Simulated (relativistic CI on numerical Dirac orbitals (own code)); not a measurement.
# One change at a time: Kr32+

Base calculation: Dirac-Coulomb-Breit CI, KLI orbitals optimised for each configuration, QED by a radiative potential, unscaled Slater integrals.

Configurations in the expansion (outside the closed core 1s2): 2s², 2s2p, 2p², 2p3s, 2p3p, 2s3s, 2s3p, 2s3d, 2s4s, 2s4p, 2s4d, 2s4f, 3s², 3s3p, 3p². Levels of other configurations are missing.

Variants: (1) P86 correlation estimate; (2) QED terms removed. Shifts of the energy above 2s² ¹S0, in eV, for the lowest level and the first level of each name with at least 55 % of one term (blank where a level changes its place among those of its configuration and J or its character, or is not in the variant):

| Level | Base | Δ(1) | Δ(2) |
| --- | --- | --- | --- |
| 2s² ¹S0 | 0.00 | 0.00 | 0.00 |
| 2s2p ³P°0 | 62.74 | +0.33 | +1.46 |
| 2s2p ³P°1 | 73.25 | +0.33 | +1.45 |
| 2s2p ³P°2 | 125.74 | +0.33 | +1.32 |
| 2s2p ¹P°1 | 171.98 | +0.33 | +1.34 |
| 2p² ³P0 | 179.01 | +0.43 | +2.97 |
| 2p² ³P1 | 226.95 | +0.44 | +2.89 |
| 2p² ¹S0 | 332.68 | +0.43 | +2.71 |
| 2s3s ³S1 | 2240.47 | +0.83 | +0.99 |
| 2s3s ¹S0 | 2253.22 | +0.83 | +1.01 |
| 2s3p ³P°0 | 2271.54 | +1.03 | +1.42 |
| 2s3p ³P°1 | 2271.99 | +1.03 | +1.43 |
| 2s3p ¹P°1 | 2288.87 | +1.00 | +1.49 |
| 2s3p ³P°2 | 2289.95 | +1.03 | +1.38 |
| 2s3d ³D1 | 2304.54 | +0.95 | +1.46 |
| 2s3d ³D2 | 2306.63 | +0.95 | +1.42 |
| 2s3d ³D3 | 2310.70 | +0.95 | +1.40 |
| 2p3s ³P°0 | 2320.38 | +0.63 | +2.55 |
| 2s3d ¹D2 | 2321.14 | +0.95 | +1.43 |
| 2p3s ³P°1 | 2325.06 | +0.66 | +2.46 |
| 2p3p ³D1 | 2340.59 | +0.82 | +2.95 |
| 2p3p ³P0 | 2358.67 | +0.82 | +2.98 |

At this charge energies of transitions that change n are usually good to better than 1 %, and those within a shell (Δn = 0) to a few per cent.

Ionisation energy from the two ground configurations alone: base 3963.37 eV; P86 correlation estimate 3964.92 eV; QED terms removed 3964.86 eV. The NIST ASD value (semi-empirical) is 3971 eV.

LS names give the leading component of a level, which can be under half, so a name can repeat, a term be missing and a line seem to break the LS rules.
